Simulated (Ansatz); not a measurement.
Reaction (cleavage of the Si–Si bond): `C[SiH2][SiH2]CF` + `O[SiH3]` → `FC[SiH2]O[SiH3]` + `C[SiH3]`

Computed with Ansatz on PBE0-D4/def2-TZVP structures; ΔE is electronic, products minus reactants. CCSD(T)/CBS is the MP2 limit (def2-TZVPP, def2-QZVPP) plus CCSD(T) − MP2 in def2-TZVPP, frozen cores. This one scheme is used for every species. Functionals use def2-TZVPP. One conformer a species, not always the lowest.

Task: Is it downhill or uphill in electronic energy at CCSD(T)/CBS, and by how much? (Estimate.)

Result: The calculation gave: Downhill: ΔE = -112.2 kJ/mol.

Task: What do these levels give: r2SCAN-D4, ωB97M-V, PBE, CCSD/def2-TZVPP, MP2/CBS(def2), CCSD/CBS(def2)? (Best estimate.)

Result: Computed: r2SCAN-D4 -106.3, ωB97M-V -115.1, PBE -86.8, CCSD/def2-TZVPP -116.8, MP2/CBS(def2) -118.0, CCSD/CBS(def2) -116.5 kJ/mol.

Largest T1 diagnostic among the species: 0.012.

From PBE to PBE0 (25 % exact exchange), in def2-TZVPP and without D4, ΔE moves by −8.8 kJ/mol. In def2-TZVPP, CCSD(T) changes the Hartree–Fock value by +29.9 kJ/mol (the triples alone add +4.3 kJ/mol) and MP2 by +24.1 kJ/mol.
